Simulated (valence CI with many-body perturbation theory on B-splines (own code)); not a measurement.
Ho XIX: calculated level list

Calculated by valence CI with perturbative core correlation (CI+MBPT): three valence electrons over a frozen Dirac-Fock core [Kr] 4d10, radial functions for each j: 7 s, 7 p, 7 d, 7 f, 4 g, 2 h, with the one-electron correlation potential Σ1 (screened to all orders), the two-electron term Σ2, the three-electron term Σ3, Breit, model QED; selected single and double excitations, second order for the rest, scaled by the run's own slope (own B-spline code, finite nucleus).

No measured levels were compared; by estimate terms of the open shell hold to a few per cent of their energy, and close levels can change places. Excitations out of the core, of the other parity, are not computed and may begin above about 129 eV (a cautious bound); beyond it only levels of the ground parity were kept, without lifetimes.

Levels 136 to 162 of 162, with energies above the lowest level, (4f5/2^3) J=9/2. "Leading %" is the weight of the configuration and term that name the level; weights of strongly mixed levels are sums over their largest components and can fall short. In the jj column 3d3/2^4 stands for four electrons in 3d with j = 3/2. Lifetimes count E1, E2, E3, M1 and M2 decay at the calculated energies, and are blank where another channel may lead or the interval is too uncertain; long ones can be off by a factor of two.

```tsv
No.	Configuration	Term	J	E (cm⁻¹)	Leading %	Second component	g	Lifetime	Leading jj
136	4f²5p	²P°	3/2	754450	96		1.329	40.1 ps	4f7/2^2 5p3/2 (73 %)
137	4f5s5p	⁴G	5/2	814050	56	20 % 4f5s5p ⁴F	0.765	8.61 ns	4f5/2 5s 5p1/2 (98 %)
138	4f5s5p	⁴G	7/2	826110	52	32 % 4f5s5p ⁴F	1.084	1.05 ns	4f5/2 5s 5p1/2 (54 %)
139	4f5s5p	⁴F	3/2	828040	68	20 % 4f5s5p ²D	0.568	679 ps	4f5/2 5s 5p1/2 (92 %)
140	4f5s5p	²F	7/2	830890	37	29 % 4f5s5p ⁴D	1.170	981 ps	4f7/2 5s 5p1/2 (59 %)
141	4f5s5p	⁴F	5/2	832580	28	25 % 4f5s5p ⁴D	1.032	456 ps	4f5/2 5s 5p1/2 (80 %)
142	4f5s5p	⁴F	9/2	842100	40	38 % 4f5s5p ⁴G	1.221	595 ps	4f7/2 5s 5p1/2 (93 %)
143	4f5s5p	²F	5/2	845130	47	35 % 4f5s5p ²D	0.975	515 ps	4f7/2 5s 5p1/2 (78 %)
144	4f5s5p	²G	7/2	849910	47	22 % 4f5s5p ⁴D	1.070	375 ps	4f7/2 5s 5p1/2 (94 %)
145	4f5s5p	⁴F	7/2	917430	39	28 % 4f5s5p ⁴G	1.131	2.65 ns	4f5/2 5s 5p3/2 (97 %)
146	4f5s5p	⁴F	5/2	920270	40	30 % 4f5s5p ⁴D	1.087	1.79 ns	4f5/2 5s 5p3/2 (98 %)
147	4f5s5p	⁴G	9/2	923720	55	39 % 4f5s5p ⁴F	1.230	11.6 ns	4f5/2 5s 5p3/2 (58 %)
148	4f5s5p	⁴D	3/2	926190	71	22 % 4f5s5p ⁴F	0.996	3.08 ns	4f5/2 5s 5p3/2 (98 %)
149	4f5s5p	⁴D	1/2	930290	100		-0.005	23.0 ns	4f5/2 5s 5p3/2 (100 %)
150	4f5s5p	²F	7/2	934290	37	30 % 4f5s5p ⁴D	1.202	4.09 ns	4f7/2 5s 5p3/2 (97 %)
151	4f5s5p	⁴G	11/2	935180	100		1.272	25.0 ns	4f7/2 5s 5p3/2 (100 %)
152	4f5s5p	²G	9/2	939660	82	17 % 4f5s5p ⁴F	1.148	5.02 ns	4f7/2 5s 5p3/2 (57 %)
153	4f5s5p	⁴D	5/2	940910	35	32 % 4f5s5p ²F	1.128	473 ps	4f7/2 5s 5p3/2 (95 %)
154	4f5s5p	²D	3/2	952450	80	15 % 4f5s5p ⁴D	0.841	1.88 ns	4f7/2 5s 5p3/2 (98 %)
155	4f5s5p	²F	5/2	964110	76	15 % 4f5s5p ²D	0.899	23.7 ps	4f5/2 5s 5p3/2 (91 %)
156	4f5s5p	²G	7/2	973030	43	43 % 4f5s5p ²F	1.030	21.6 ps	4f5/2 5s 5p3/2 (65 %)
157	4f5s5p	²G	7/2	978930	53	40 % 4f5s5p ²F	1.016	22.0 ps	4f7/2 5s 5p3/2 (67 %)
158	4f5s5p	²D	3/2	979580	90	6 % 4f5s5p ⁴F	0.784	20.2 ps	4f5/2 5s 5p3/2 (91 %)
159	4f5s5p	²G	9/2	986810	87	7 % 4f5s5p ⁴G	1.122	20.7 ps	4f7/2 5s 5p3/2 (92 %)
160	4f5s5p	²D	5/2	992580	87	4 % 4f5s5p ⁴D	1.187	20.2 ps	4f7/2 5s 5p3/2 (91 %)
161	4f²5d	⁴I	9/2	1037500	60	36 % 4f²5d ²H	0.806	6.25 ps	4f5/2^2 5d3/2 (85 %)
162	4f5p²	⁴G°	5/2	1105500	36	23 % 4f5p² ²F°	0.847		4f5/2 5p1/2^2 (96 %)
```

Where two levels of one J and parity lie close, their mixing, g and order are uncertain.
